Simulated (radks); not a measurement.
The numbers below are computed, except where a source is named.
Q: Code: a radial shooting solver on a logarithmic mesh with Libxc functionals. Model: non-relativistic Kohn-Sham, LB94 model potential, spin-polarised, spherical densities, point nucleus; open shells are filled with parallel spins first (spin-orbit coupling, left out, can overturn this in heavy ions). Response by self-consistent Sternheimer equations with the Hartree and adiabatic LDA kernel. For heavy and open-shell atoms this level of theory can miss by tens of per cent. Rank Pd6+, Pd, Pd2+, Pd3+, Pd+, Pd4+, Pd5+ (NIST ground configurations) by static dipole polarisability, largest first.

A: Pd 19.77, Pd+ 10.07, Pd2+ 6.203, Pd3+ 4.222, Pd4+ 3.065, Pd5+ 2.330, Pd6+ 1.827 bohr^3.
